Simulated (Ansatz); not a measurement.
4-fluoro-2,3-dihydrofuran (C₄H₅FO), SMILES C1COC=C1F. Atoms are numbered in the order given.

```xyz
11

F     -0.0306     2.1013     0.0000
C      0.0331     0.7673     0.0000
C      1.1395     0.0122     0.0000
O      0.8808    -1.3261     0.0000
C     -0.5607    -1.4896     0.0000
C     -1.1999    -0.0817     0.0000
H      2.1896     0.3036     0.0000
H     -0.8296    -2.0764     0.8925
H     -0.8296    -2.0764    -0.8925
H     -1.8306     0.1049     0.8880
H     -1.8306     0.1049    -0.8880
```
Charge 0, spin multiplicity 1.

Geometry: r2SCAN-D4/def2-SVP. One conformer was computed; it need not be the lowest.

Two levels are set side by side: PBE-D3(BJ)/def2-SVP (Ansatz, an electronic-structure program) and r2SCAN-D4/def2-SVP (Ansatz). Each level has its own optimised geometry; the coordinates shown are those of the second. Differences are taken from unrounded values.

```tsv
quantity	r2SCAN-D4
mean bond length (Å)	1.276
bond F1–C2 (Å)	1.336
bond C2–C3 (Å)	1.340
bond C2–C6 (Å)	1.497
bond C3–O4 (Å)	1.363
bond O4–C5 (Å)	1.451
bond C5–C6 (Å)	1.546
bond C3–H7 (Å)	1.090
bond C5–H8 (Å)	1.101
bond C5–H9 (Å)	1.101
bond C6–H10 (Å)	1.105
bond C6–H11 (Å)	1.105
```

Task: What does PBE-D3(BJ) give, and how far is it from r2SCAN-D4? (Estimate from the structure and the level; the computed values follow.)

Result: 
```tsv
quantity	PBE-D3(BJ)	PBE-D3(BJ) minus r2SCAN-D4
mean bond length (Å)	1.283	0.007
bond F1–C2 (Å)	1.342	0.006
bond C2–C3 (Å)	1.348	0.008
bond C2–C6 (Å)	1.504	0.007
bond C3–O4 (Å)	1.369	0.005
bond O4–C5 (Å)	1.456	0.006
bond C5–C6 (Å)	1.551	0.005
bond C3–H7 (Å)	1.097	0.007
bond C5–H8 (Å)	1.109	0.008
bond C5–H9 (Å)	1.109	0.008
bond C6–H10 (Å)	1.112	0.007
bond C6–H11 (Å)	1.112	0.007
```

Here PBE gives about what the other level gives.
